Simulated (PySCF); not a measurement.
Se⁻ (selenium, charge -1) across methods

[Ar] 3d10 4s2 4p5, 2P determinant. Computed with PySCF 2.14 in aug-cc-pwCVTZ-PP with ECP10MDF, with a scalar-relativistic core potential.

```
 method  E (hartree)  mean ε 4s β (eV)  mean ε 4p α (eV)  mean ε 4p β (eV)  Σ⟨r²⟩ (bohr²)   ⟨S²⟩
    PBE    -373.2147            -9.101             0.373             0.998          58.67  0.754
   PBE0    -373.1776           -10.654            -0.643             0.071          57.25  0.755
  HSE06    -373.1732           -10.292            -0.242             0.451          57.37  0.754
 r2SCAN    -373.0858            -9.389             0.138             0.846          57.12  0.757
  wB97X    -373.2583           -13.436            -2.831            -2.102          57.16  0.754
wB97X-V    -373.1815           -13.404            -2.763            -2.108          56.76  0.753
r2SCAN0    -373.0820           -10.878            -0.833            -0.062          56.54  0.757
    UHF   -371.89692           -14.582            -3.240            -2.149          56.53  0.762
    LDA    -372.6782            -9.435             0.272             0.878          58.60  0.752
```

Energies and moments cover only the electrons outside the core potential.

The highest occupied level is positive at PBE, PBE0, HSE06, r2SCAN, LDA: only the finite basis holds that electron, which in a density functional comes from self-interaction.
